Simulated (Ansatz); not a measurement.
Compare A (`CC#CB(S)Cl`) with its isomer B (`CBC(Cl)=C=S`).

Gas-phase electronic energies from Ansatz, PBE0-D4/def2-TZVP geometries. CCSD(T)/CBS is the MP2 limit (def2-TZVPP, def2-QZVPP) plus CCSD(T) − MP2 in def2-TZVPP, frozen cores. Functionals use def2-TZVPP. B3LYP here is the variant with VWN-RPA as its local correlation; programs differ in this. Each species was taken in one conformer, which may not be the lowest.

A:

```xyz
10

C    -0.2123    1.3767   -1.8839
C    -0.1234    0.4821   -0.7529
C    -0.0554   -0.2698    0.1919
B     0.0377   -1.1962    1.3703
S     1.0979   -0.7333    2.7377
Cl   -0.8795   -2.6982    1.3923
H    -0.2669    0.8158   -2.8199
H    -1.1127    1.9926   -1.8088
H     0.6519    2.0436   -1.9282
H     0.8626   -1.8132    3.5016
```

B:

```xyz
10

C     0.1536    0.4852   -1.5654
B     0.3078    0.4148   -0.0197
C    -0.3782   -0.6361    0.8467
Cl   -1.4238   -1.8841    0.2294
C    -0.1784   -0.6156    2.1545
S     0.0789   -0.5583    3.6695
H    -0.1625    1.4910   -1.8640
H    -0.5339   -0.2459   -1.9919
H     1.1395    0.3485   -2.0275
H     0.9969    1.2005    0.5683
```

(1) Which is lower in electronic energy at CCSD(T)/CBS, and by how much? (Best estimate.)

(2) Give E(B) − E(A) in kcal/mol with B3LYP, CCSD/def2-TZVPP, HF/def2-TZVPP, PBE0-D4, B3LYP-D4, CCSD(T)/def2-TZVPP, PBE-D4. (An estimate is asked.)

Largest T1 diagnostic: 0.015.

Results:

(1) Computed: A, by 46.4 kcal/mol.

(2) The calculation gave: B3LYP 42.8, CCSD/def2-TZVPP 48.0, HF/def2-TZVPP 52.0, PBE0-D4 43.2, B3LYP-D4 42.2, CCSD(T)/def2-TZVPP 45.9, PBE-D4 39.6. None reverses the order clearly.

In def2-TZVPP, CCSD(T) changes the Hartree–Fock value by −6.1 kcal/mol (the triples alone add −2.1 kcal/mol) and MP2 by −5.1 kcal/mol. From PBE to PBE0 (25 % exact exchange), in def2-TZVPP and without D4, E(B) − E(A) moves by +3.6 kcal/mol.
